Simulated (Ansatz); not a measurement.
Reaction: BBr2F (SMILES FB(Br)Br) → BBr2 (SMILES Br[B]Br, doublet) + F (doublet) (the B-F bond breaks)
Each species at its own B3LYP-D3(BJ)/def2-TZVP minimum (Ansatz, a program for electronic structure).

Total energies in hartree (Ansatz). Open shells are spin-unrestricted; no spin-orbit coupling. Correlated methods leave the cores frozen (noble-gas shells, and filled d and f shells in the p block). No relativity. Spin-orbit terms, left out, reach several kcal/mol for Br and I, and more for heavier atoms.

```csv
species,HF/cc-pVTZ,CCSD(T)/cc-pVTZ,HF/cc-pVQZ,CCSD(T)/cc-pVQZ,CCSD(T)/cc-pVDZ,CCSDT(Q)/cc-pVDZ
1: BBr2F (SMILES FB(Br)Br),-5269.22890,-5269.94505,-5269.24440,-5270.02621,-5269.56174,-5269.56347
"2: BBr2 (SMILES [B](Br)Br, doublet)",-5169.62433,-5170.06559,-5169.63152,-5170.11379,-5169.79042,-5169.79207
3: F (doublet),-99.40552,-99.62036,-99.41377,-99.65026,-99.52757,-99.52776
```

Question: Work out the bond dissociation energy (electronic) in kJ/mol: take Hartree-Fock from cc-pVQZ, extrapolate the CCSD(T) correlation energy as X^-3 (X = 3, 4), and add CCSDT(Q) - CCSD(T) in cc-pVDZ. 1 hartree = 2625.5 kJ/mol.

Answer: 
Species 1: correlation (64·(-0.78181) - 27·(-0.71615))/37 = -0.82972; step -0.00173; E1 = -5269.24440 + (-0.82972) + (-0.00173) = -5270.07585
Species 2: correlation (64·(-0.48227) - 27·(-0.44126))/37 = -0.51220; step -0.00165; E2 = -5169.63152 + (-0.51220) + (-0.00165) = -5170.14537
Species 3: correlation (64·(-0.23649) - 27·(-0.21484))/37 = -0.25229; step -0.00019; E3 = -99.41377 + (-0.25229) + (-0.00019) = -99.66625
-1·E1 +1·E2 +1·E3 = 0.26423 hartree = 693.7 kJ/mol.
